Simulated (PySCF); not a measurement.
ZrF₃Cl, SMILES [F][Zr]([F])([F])[Cl], multiplicity 1. Atoms are numbered in the order given.

```xyz
5

Zr     0.0000     0.0000    -0.2678
F      1.5489    -0.8943    -0.9175
F     -1.5489    -0.8943    -0.9175
F      0.0000     1.7885    -0.9175
Cl     0.0000     0.0000     2.0872
```
Charge 0, spin multiplicity 1.

Geometry: PBE-D3(BJ)/def2-SVP. The spin state was assumed, not searched. The structure was generated by enumeration; whether it is a known compound was not checked. The def2 effective core potentials stand for the cores of Zr; spin–orbit coupling is left out.

Computed with PBE-D3(BJ)/def2-SVP (PySCF).

Frequencies are harmonic and unscaled.

Modes within 1.5 cm⁻¹ of each other (mostly degenerate sets) share a row, with their intensities summed.

Give all harmonic wavenumbers and intensities. (An estimate is asked for; the answer gives what the named calculation found.)


```csv
mode,ν (cm⁻¹),IR (km/mol),moving atoms (share of kinetic energy)
1–2,123,12.1,"F 58 %, Cl 28 %, Zr 14 %"
3–5,159,35.9,"F 89 %, Zr 11 %"
6,405,67.9,"Cl 68 %, Zr 29 %"
7,673,74.5,F 92 %
8–9,692,286.4,"F 76 %, Zr 24 %"
```
